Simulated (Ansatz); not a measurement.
Relaxation of the cluster Tl3H4 with UKS PBE-D4/def2-SVP.

```sh
$ ansatz run in.yaml --threads 4 --pin off --events-out ev --progress --plain --max-ram 4787MiB
```

```yaml
crystal:
  periodic: [false, false, false]
  atoms:
    - {symbol: Tl, position_ang: [0.956290, -1.116410, 2.291160]}
    - {symbol: Tl, position_ang: [0.012780, 2.037870, -0.366830]}
    - {symbol: Tl, position_ang: [-0.866780, -1.095970, -1.509970]}
    - {symbol: H, position_ang: [0.961950, 1.136620, 1.576580]}
    - {symbol: H, position_ang: [0.848100, 0.482990, -1.949480]}
    - {symbol: H, position_ang: [0.037160, -2.157720, 0.377840]}
    - {symbol: H, position_ang: [-1.949500, 0.712630, -0.419280]}
basis:
  gaussian: {orbitals: def2-SVP}
magnetization: {spin_polarized: true, initial_magnetization: 1}
hamiltonian: {xc: pbe, dispersion: d4}
scf: {lower_state_search: "off"}
output: {orbitals: {seedname: orbitals}}
relax: {f_tol: 0.02, max_steps: 100}
```

Hardware: 4 threads of Arm Neoverse V2 on a shared host. Wall time 7.5 s.

Positions (Å) and forces (eV/Å) at steps 1, 2, 3, 4, 5, 7 of 7:

```xyz
7
step=1 energy=-14149.2345 eV
Tl    0.956   -1.116    2.291   -0.249    0.332   -0.717
Tl    0.013    2.038   -0.367    0.034   -0.812    0.189
Tl   -0.867   -1.096   -1.510    0.371    0.391    0.628
H     0.962    1.137    1.577   -0.227   -0.310   -0.277
H     0.848    0.483   -1.949   -0.603    0.008    0.433
H     0.037   -2.158    0.378   -0.006    0.491    0.007
H    -1.950    0.713   -0.419    0.679   -0.100   -0.263
7
step=2 energy=-14149.6842 eV
Tl    0.897   -1.038    2.123   -0.061    0.099   -0.215
Tl    0.029    1.878   -0.312    0.107    0.085    0.169
Tl   -0.789   -1.033   -1.374    0.018   -0.206    0.054
H     0.910    1.068    1.512   -0.169   -0.211   -0.236
H     0.725    0.482   -1.856   -0.302   -0.038    0.327
H     0.035   -2.046    0.377   -0.009    0.368   -0.030
H    -1.807    0.689   -0.469    0.416   -0.097   -0.070
7
step=3 energy=-14149.8101 eV
Tl    0.876   -1.004    2.050    0.044   -0.041    0.085
Tl    0.060    1.914   -0.263   -0.060   -0.186   -0.090
Tl   -0.789   -1.102   -1.368    0.047    0.204    0.049
H     0.853    1.000    1.432   -0.025    0.069   -0.053
H     0.596    0.466   -1.716    0.067   -0.032    0.026
H     0.031   -1.922    0.364   -0.046    0.008   -0.084
H    -1.626    0.647   -0.500   -0.027   -0.022    0.067
7
step=4 energy=-14149.8251 eV
Tl    0.901   -1.005    2.037    0.041   -0.043    0.085
Tl    0.044    1.894   -0.282   -0.004   -0.072    0.006
Tl   -0.795   -1.072   -1.374    0.028    0.045    0.048
H     0.836    1.013    1.422   -0.021    0.073   -0.053
H     0.647    0.437   -1.683   -0.010    0.001    0.005
H     0.011   -1.905    0.348   -0.043   -0.005   -0.081
H    -1.644    0.638   -0.468    0.009    0.001   -0.010
7
step=5 energy=-14149.8287 eV
Tl    0.918   -1.012    2.043    0.004   -0.003    0.004
Tl    0.044    1.886   -0.277   -0.029   -0.012   -0.047
Tl   -0.792   -1.069   -1.365   -0.011    0.050   -0.025
H     0.824    1.038    1.408    0.019   -0.020    0.039
H     0.655    0.429   -1.667   -0.005    0.001    0.000
H    -0.009   -1.906    0.323    0.019   -0.020    0.040
H    -1.640    0.635   -0.465    0.002    0.003   -0.011
7
step=7 energy=-14149.8297 eV
Tl    0.939   -1.019    2.045    0.009   -0.009    0.017
Tl    0.038    1.882   -0.279   -0.001    0.004   -0.005
Tl   -0.795   -1.063   -1.364   -0.002    0.001   -0.007
H     0.821    1.023    1.418   -0.001    0.012   -0.003
H     0.655    0.430   -1.670    0.000   -0.002    0.005
H    -0.007   -1.901    0.341   -0.006   -0.006   -0.009
H    -1.652    0.648   -0.492    0.001   -0.001    0.003
```

In the def2 sets Tl takes a core potential; there is no spin–orbit coupling. The relaxation made no stability test and no search for a lower SCF solution. The structure comes from a short search, and lower isomers may exist.
